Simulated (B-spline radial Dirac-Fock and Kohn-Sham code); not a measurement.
# Relativistic shifts of the levels of Os⁶⁸⁺

System: osmium as Os⁶⁸⁺, configuration [He] 2s2 2p4.

Both columns are ΔSCF binding energies of the configuration average from an atomic code on a B-spline grid: non-relativistic Hartree-Fock with a point nucleus, and Dirac-Fock with a finite nucleus and the Coulomb interaction alone, averaged over the two j levels with weights 2j+1.

| shell | Hartree-Fock (eV) | Dirac-Fock (eV) | shift (eV) | shift (%) |
| --- | --- | --- | --- | --- |
| 1s | 74627.6 | 81299.0 | +6671.42 | +8.94 |
| 2s | 17351.1 | 19310.7 | +1959.58 | +11.29 |
| 2p | 17057.0 | 17837.7 | +780.65 | +4.58 |

Relativity binds 1s, 2s, 2p more strongly, among those listed most of all 2s in relative terms.

Values without a named source are computed, but for edge energies of neutral atoms, which are taken from tables.
